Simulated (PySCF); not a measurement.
# Stationary points of RuO₃⁺

Computed with PBE0/[Ru def2-TZVP with ECP28, O def2-TZVP], scalar-relativistic core potentials, density fitting, no spin–orbit coupling, PySCF.

Relaxations began from a few typed shapes; open shells are unrestricted. The search is not exhaustive: other isomers or separated fragments can lie lower, and high-lying points may rest on an excited occupation.

Question: Which is the lowest minimum found?
A. broken-symmetry Ms = 1/2 (⟨S²⟩ 1.76) C2v: Ru–O 1.633 Å (×2), Ru–O 1.858 Å; O–Ru–O 116.0° (×2), O–Ru–O 128.0°
B. doublet C3v: Ru–O 1.641 Å (×3); O–Ru–O 113.4° (×3)
C. broken-symmetry Ms = 1/2 (⟨S²⟩ 1.82) Cs: Ru–O 1.630 Å, Ru–O 1.646 Å, Ru–O 1.854 Å; O–Ru–O 110.3°, O–Ru–O 123.5°, O–Ru–O 126.2°
D. doublet D3h: Ru–O 1.644 Å (×3); O–Ru–O 120.0° (×3)

Answer: B. The others lie at 16.6 (doublet D3h, a saddle point), 139.7 (broken-symmetry Ms = 1/2 Cs, a saddle point), 140.2 (broken-symmetry Ms = 1/2 C2v, a saddle point) kJ/mol above it.

Formally Ru is in oxidation state +7, d1, with 1 unpaired electron. The Mulliken spin on Ru is 0.66. The polar-tensor charge on Ru, 1.77, is far below the formal one.

For the lowest minimum: open d and f shells are described by one determinant, and the ground state may have another occupation or spin.
